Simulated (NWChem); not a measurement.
CH4BFOS; SMILES COB(F)S

```xyz
9

B      0.5587    -0.1047    -0.0852
F      1.7466    -0.6706    -0.2639
O      0.4686     1.2256    -0.2332
C     -0.7314     1.9384    -0.0703
H     -1.4986     1.6044    -0.7888
H     -1.1331     1.8223     0.9503
H     -0.5252     3.0027    -0.2470
S     -0.8846    -1.1318     0.3473
H     -0.1979    -2.2926     0.3486
```
Atoms are numbered in this order, from 1.

Results from NWChem. Geometry: optimised at PBE0/def2-SVP. GIAO values for the isolated, static molecule; σ is the absolute isotropic shielding, δ = σ(reference) − σ with the isolated reference molecule computed at the same levels (11B: boron trifluoride, 13C: tetramethylsilane, 19F: trichlorofluoromethane, 1H: tetramethylsilane, 17O: water).

### Question
Predict the results for PBE/pcSseg-1. Quantities: δ B1 (ppm); δ F2 (ppm); δ O3 (ppm); δ C4 (ppm); δ H5 (rotor mean) (ppm); σ S8 (ppm); δ H9 (ppm).

### Answer
* **δ B1 (ppm)**: 17.3
* **δ F2 (ppm)**: -87.5
* **δ O3 (ppm)**: 133.7
* **δ C4 (ppm)**: 54.7
* **δ H5 (rotor mean) (ppm)**: 3.69
* **σ S8 (ppm)**: 646.7
* **δ H9 (ppm)**: 1.53
